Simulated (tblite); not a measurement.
Compound: C4H3F3NO2 (doublet state).
Geometry (GFN2-xTB, Å), atoms numbered from 1 in this order:
```xyz
13
C4H3F3NO2 angstrom
O      2.319    0.366    1.399
C      2.448   -0.627    0.740
N      1.546   -1.054   -0.214
C      0.342   -0.500   -0.402
C     -0.159    0.705   -0.377
O     -1.527    1.000   -0.350
C     -2.356   -0.010   -0.151
F     -3.598    0.451   -0.077
F     -2.122   -0.702    0.973
F     -2.341   -0.923   -1.141
H      3.304   -1.316    0.818
H      1.756   -1.892   -0.744
H      0.385    1.641   -0.492
```

Level: GFN2-xTB in tblite, geometry and Hessian alike; calculated harmonic values, unscaled, isolated species. This tight-binding method is rough: wavenumbers can miss measured ones by several per cent, in bad cases by 10 to 20. One conformer, not necessarily the lowest. Open shells enter through the occupations alone, without spin polarisation, and single modes of such species can be off by tens of per cent.

Harmonic wavenumbers (cm⁻¹): 38.5, 51.5, 80.1, 97.9, 185.2, 210.6, 305.4, 361.0, 377.7, 405.5, 479.4, 538.2, 560.5, 580.5, 673.2, 706.4, 785.7, 829.3, 890.8, 989.9, 1023.0, 1070.6, 1105.5, 1144.8, 1193.7, 1234.8, 1327.9, 1363.2, 1739.2, 1777.7, 2817.1, 2930.4, 3379.1.

A = 3370, B = 673.9, C = 650.4 MHz; mass 154.012 u (most abundant isotopes); point group C1, symmetry number 1; spin multiplicity 2.

Question: What is the zero-point energy?

Answer: Half the sum of the wavenumbers: 15627 cm⁻¹ = 186.94 kJ/mol.

Question: Entropy at 400 K, 1 bar (ideal gas, RRHO, classical rotation)?

Answer: Translation 177.78, rotation 128.21, vibration 165.52, spin (R ln 2) 5.76: S = 477.3 J/(mol K).

Question: And Cp and H(400 K) − H(0)?

Answer: Cp = 180.60 J/(mol K), of which vibrations give 147.35 (their classical limit is 33 R = 274.4); H(400 K) − H(0) = 45.67 kJ/mol without the zero-point energy, 32.37 from vibrations.

Question: Blend soft modes into free rotors: weight 1/[1 + (100 cm⁻¹/ν̃)⁴] for the oscillator and the rest for a rotor with moment μB/(μ + B), μ = h/(8π²ν), B = 10⁻⁴⁴ kg m². What vibrational entropy results?

Answer: 146.74 J/(mol K) in place of 165.52, which changes −T·S at 400 K by +7.51 kJ/mol.

Question: Which modes carry the vibrational entropy at 400 K?

Answer: 38.5 cm⁻¹: 24.76; 51.5 cm⁻¹: 22.35; 80.1 cm⁻¹: 18.69; 97.9 cm⁻¹: 17.04; 185.2 cm⁻¹: 11.84; 210.6 cm⁻¹: 10.82 J/(mol K); the other 27 give 60.03 together.

Question: How do the functions run with temperature in this model?

Answer: 
```tsv
T (K)	S (J/(mol K))	Cp (J/(mol K))	H − H(0) (kJ/mol)	G − H(0) (kJ/mol)	ln q(vib)
150	344.6	98.0	10.16	-41.53	3.73
250	403.4	134.9	21.83	-79.02	6.40
298.15	428.6	151.1	28.72	-99.06	7.64
600	558.8	220.5	86.13	-249.12	14.82
900	655.1	253.3	157.77	-431.85	20.97
```

q(vib) and H(0) count from the zero-point level.

Question: What must be added to the electronic energy to get the Gibbs energy at 400 K and 1 bar?

Answer: ZPE + [H(400 K) − H(0)] − T·S = 186.94 + 45.67 − 190.91 = 41.70 kJ/mol.

Hindered rotation and anharmonicity are outside this model. Other conformers, if any are populated, would add a mixing term that is left out. The structure is chiral; the term R ln 2 for an equal mix with its mirror image is left out.
